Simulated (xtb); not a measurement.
thiooxirane (C2H4S), singlet, at a GFN2-xTB geometry, atoms displaced at random by about 0.02 Å a coordinate. Base run: GFN1-xTB (xtb 6.7.1).

Here is a job for xtb.
```
$ xtb mol.xyz --gfn 1 --opt --json

# file mol.xyz
7

C      0.01125773    -0.72203970    -0.79899525
S      0.00095302    -0.01919523     0.83904270
C      0.01877956     0.74750988    -0.79188181
H     -0.85773801    -1.27140398    -1.08430216
H      0.94504552    -1.22380397    -1.07767221
H      0.89980951     1.25919792    -1.04566235
H     -0.92096095     1.23234582    -1.04882695
```

Each row names what was changed in the base input (with any setting that the change needs).

| change | ΔE vs base (kJ/mol) | optimiser steps |
|---|---|---|
| base | 0.00 | 5 |
| opt level = sloppy | 0.01 | 4 |
| alpb = ch2cl2 | ___ | 5 |
| opt level = vtight | 0.00 | 7 |
| opt level = loose | 0.01 | 4 |
| engine = inertial | 0.01 | - |
| opt level = lax | 0.01 | 4 |
| opt level = extreme | 0.00 | 7 |
| engine = lbfgs | 0.00 | - |
| opt level = crude | 0.05 | 3 |

Q: Some entries are withheld; supply them.

A: 
- alpb = ch2cl2, ΔE vs base (kJ/mol): -16.68
